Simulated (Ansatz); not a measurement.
Consider the formal exchange of groups at the Si–F bond: `F[SiH2][SiH3]` + `[SiH3][SiH2][GeH3]` → `[SiH3][SiH2][GeH2][SiH2][SiH3]` + H–F.

Program: Ansatz. Geometries: PBE0-D4/def2-TZVP. ΔE: electronic, gas phase. CCSD(T)/CBS is the MP2 limit (def2-TZVPP, def2-QZVPP) plus CCSD(T) − MP2 in def2-TZVPP, frozen cores. This one scheme is used for every species. DFT in def2-TZVPP. HSE06 is defined as in plane-wave codes. For Ge outer-core shells are correlated without core-valence functions, which leaves a few kJ/mol of doubt a bond. Scalar relativity is left out up to krypton. Each species was taken in one conformer, which may not be the lowest.

(1) Is it downhill or uphill in electronic energy at CCSD(T)/CBS, and by how much? (An estimate is asked.)

(2) What do these levels give: BLYP-D4, B97M-V, HSE06-D4, ωB97X-V, revPBE, r2SCAN0, HSE06, RPA@PBE/def2-TZVPP, HF/def2-SVP, CCSD/def2-SVP, SCS-MP2/def2-TZVPP, CCSD(T)/def2-TZVPP? (Estimate.)

Largest T1 diagnostic among the species: 0.013.

Results:

(1) Computed: Uphill: ΔE = +19.8 kcal/mol.

(2) Computed: BLYP-D4 20.9, B97M-V 23.7, HSE06-D4 17.0, ωB97X-V 22.3, revPBE 20.9, r2SCAN0 21.8, HSE06 20.0, RPA@PBE/def2-TZVPP 21.2, HF/def2-SVP 27.6, CCSD/def2-SVP 20.7, SCS-MP2/def2-TZVPP 22.8, CCSD(T)/def2-TZVPP 20.2 kcal/mol.

In def2-TZVPP, CCSD(T) changes the Hartree–Fock value by −11.2 kcal/mol (the triples alone add −1.6 kcal/mol) and MP2 by −11.7 kcal/mol. The D4 term adds −5.1 kcal/mol with B3LYP and −3.0 kcal/mol with PBE0; it sums over pairs of atoms, weighted by their polarisabilities, and B3LYP, whose exchange is more repulsive, gets the larger term.

B3LYP here is the variant with VWN-RPA as its local correlation; programs differ in this.
